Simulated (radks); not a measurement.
Results of a calculation; reference values are marked as such.
Problem. Code: a radial shooting solver on a logarithmic mesh with Libxc functionals. Model: Dirac Kohn-Sham, PBEsol, spin-unpolarised, spherical densities, finite nucleus; open shells fill j = l - 1/2 first; Fermi nuclear charge, rms radius of each element as measured or else 0.836 A^(1/3) + 0.57 fm. Each species is in its NIST ground configuration. Rank Ru, Ag, Cd, Rh, Tc, Pd, Nb, Mo, Zr by Delta-SCF ionisation energy (eV), largest first.

Solution. Cd 9.310, Pd 8.933, Tc 8.177, Ag 7.748, Rh 7.455, Ru 7.288, Zr 7.156, Mo 6.882, Nb 6.623.
